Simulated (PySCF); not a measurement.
# Ionisation energy of Pb+ by level of theory

Pb+ [Xe] 4f14 5d10 6s2 6p1 (2P) → Pb(2+) [Xe] 4f14 5d10 6s2 (1S), as a difference of total energies. Calculation: PySCF 2.14, in aug-cc-pwCVDZ-PP with ECP60MDF (6s5p4d1f, 48 functions); a scalar-relativistic core potential. Correlated levels: valence: 5s2 5p6 5d10 frozen. The calculations carry no spin-orbit coupling.

| method | ionisation energy (eV) |
| --- | --- |
| UHF | 13.179 |
| MP2 (valence) | 13.324 |
| SCS-MP2 (valence) | 13.305 |
| CCSD (valence) | 13.378 |

Q: Estimate what CCSD(T) (valence) gives.

A: 13.386 eV, closest to CCSD (valence) among the rows shown.

Q: Estimate what CCSDT (valence) gives.

A: 13.389 eV, closest to CCSD (valence) among the rows shown.

Errors of the correlated levels include the incompleteness of this basis and the frozen core.

For comparison: 13.869 eV (measured; NIST levels, between the centres of gravity of the two terms).
